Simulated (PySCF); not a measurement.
A calculated (BP86, PySCF 2.14, x2c-SVPall, scalar relativity by spin-free X2C-1e) atom or ion has these occupied shells.

```
shell  electrons  orbital energy (eV)  rms radius, mean of both spins (bohr)
   1s          2             -30280.5                                 0.0326
   2s          2              -4632.9                                  0.133
   2p          6              -4166.7                                  0.118
   3s          2              -932.41                                  0.353
   3p          6              -779.88                                  0.354
   3d         10              -545.28                                  0.332
   4s          2              -178.50                                  0.839
   4p          6              -131.66                                  0.908
   4d         10              -63.111                                   1.11
   5s          2              -39.239                                   2.17
```

**Question.** Name the element and its charge.

**Answer.** Sb(3+) (antimony, charge +3), in [Kr] 4d10 5s2, closed-shell 1S.
